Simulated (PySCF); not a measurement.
Ionisation energy of W⁴¹⁺ by level of theory

W⁴¹⁺ [Ar] 3d10 4s2 4p3 (4S) → W⁴²⁺ [Ar] 3d10 4s2 4p2 (3P), as a difference of total energies. Computed with PySCF 2.14 in an even-tempered Gaussian basis (18 s from 4.5 bohr⁻², ratio 2.5; 14 p from 5.9 bohr⁻², ratio 2.5; 8 d from 10 bohr⁻², ratio 2.5; 4 f from 29 bohr⁻², ratio 2.7; 4 g from 44 bohr⁻², ratio 2.7), with the spin-free X2C one-electron Hamiltonian (Gaussian nucleus). Correlated levels: outer shells: [Ne] frozen; virtual orbitals above 40 to 60 times the deepest correlated orbital energy dropped. The calculations carry no spin-orbit coupling.

```json
{"method": "UHF", "ionisation energy (eV)": "2030.3"}
{"method": "PBE", "ionisation energy (eV)": "2031.0"}
{"method": "PBE0", "ionisation energy (eV)": "2031.2"}
{"method": "r2SCAN", "ionisation energy (eV)": "2031.9"}
{"method": "M06", "ionisation energy (eV)": "2030.9"}
{"method": "BLYP", "ionisation energy (eV)": "2031.2"}
{"method": "SCS-MP2 (outer shells)", "ionisation energy (eV)": "2031.2"}
```

Task: Estimate what MP2 (outer shells) gives.

Result: 2031.6 eV, closest to BLYP among the rows shown.

Task: Estimate what LDA gives.

Result: 2031.6 eV, closest to BLYP among the rows shown.

Spin-orbit coupling is strong in these open shells (close to jj coupling). The scalar numbers leave it out and a first-order estimate fails, so it can dominate the gap to the real levels.

The ground level that NIST lists for one species does not belong to the high-spin term computed here, so part of any gap is the choice of state.

Breit and QED terms and the two-electron picture change are absent.

For comparison: 1994.8 ± 2 eV (semi-empirical (NIST evaluation); NIST Atomic Spectra Database, ionization energies).
